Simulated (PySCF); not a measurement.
Predicted microwave data (PBE0/def2-SVPD in PySCF (dipole) on a GFN2-xTB geometry, gas phase) for one isomer of C4H9NO2Si:

- Rotational constants: A = 3463, B = 819.3, C = 700.2 MHz
- Dipole components: |μa| = 5.00 D, |μb| = 1.18 D, |μc| = 1.08 D
- Inertial defect: -41.03 u·Å²
- κ: -0.91

Question: Which structure is it? (One computed conformer of each.)
A. `[CH3:1][C@@H:2]1[CH2:3][Si@@H:4]([C:5]([NH2:6])=[O:7])[O:8]1` with C3–Si4–C5–N6 73°, Si4–C5–N6–H 176° and 8°, C1–C2–C3–Si4 -109°, C2–C3–Si4–C5 -115°, C3–Si4–O8–C2 8°, C1–C2–O8–Si4 110°
B. `[CH3:1][O:2][Si@@H:3]([CH3:4])[O:5][CH2:6][C:7]#[N:8]` with C1–O2–Si3–C4 60°, O2–Si3–O5–C6 52°, Si3–O5–C6–C7 174°
C. `[CH2:1]=[N:2][C:3](=[CH2:4])[O:5][SiH2:6][O:7][CH3:8]` with C1–N2–C3–C4 -46°, N2–C3–O5–Si6 -1°, C3–O5–Si6–O7 -67°, O5–Si6–O7–C8 -177°

Answer: B. It is CO[Si@@H](C)OCC#N, a near-prolate asymmetric top, point group C1. The candidates at the same level (rigid rotor, commonest isotopes):

```csv
SMILES,A (MHz),B (MHz),C (MHz),μa (D),μb (D),μc (D),Δ (u·Å²),point group,rotor
C[C@@H]1C[Si@@H](C(N)=O)O1,4480,971.3,905.9,2.36,1.99,1.51,-75.25,C1,near-prolate asymmetric top
C=NC(=C)O[SiH2]OC,2981,1129,895.7,0.59,2.03,0.02,-53.03,C1,asymmetric top
CO[Si@@H](C)OCC#N,3463,819.3,700.2,5.00,1.18,1.08,-41.03,C1,near-prolate asymmetric top
```

`C=NC(=C)O[SiH2]OC` has B 38 % too high; `C[C@@H]1C[Si@@H](C(N)=O)O1` has C 29 % too high. No structure here is proved a minimum.
